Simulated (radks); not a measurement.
Ionisation of the sulfur ion S2+, [Ne] 3s2 3p2, to [Ne] 3s2 3p1 as the strength of local exchange is varied. Method: scalar-relativistic Kohn-Sham, Slater X-alpha exchange (alpha = 2/3 is LDA exchange), no correlation, spin-polarised, spherical densities, finite nucleus; open shells are filled with parallel spins first; Fermi nuclear charge, rms radius 3.2611 fm; computed with a radial shooting solver on a logarithmic mesh with Libxc functionals.

alpha  E(S2+) (hartree)  exchange (hartree)  IE (eV)  -e of the level emptied (eV)  <r> of it (bohr)
0.622        -393.99498           -20.84969   33.055                   27.185 (3p)             1.781
0.631        -394.29682           -21.16413   33.203                   27.329 (3p)             1.778
0.643        -394.69956           -21.58393   33.402                   27.523 (3p)             1.774
0.646        -394.80030           -21.68899   33.451                   27.572 (3p)             1.772
0.655        -395.10263           -22.00439   33.601                   27.718 (3p)             1.769
0.667        -395.50602           -22.42549   33.800                   27.913 (3p)             1.765
0.924        -404.22286           -31.59896   38.217                   32.250 (3p)             1.678

NIST Atomic Spectra Database: 34.86 eV (semi-empirical). The Delta-SCF value meets it near alpha = 0.73. Open shells are spherical and high-spin; term and fine-structure splittings are not resolved.
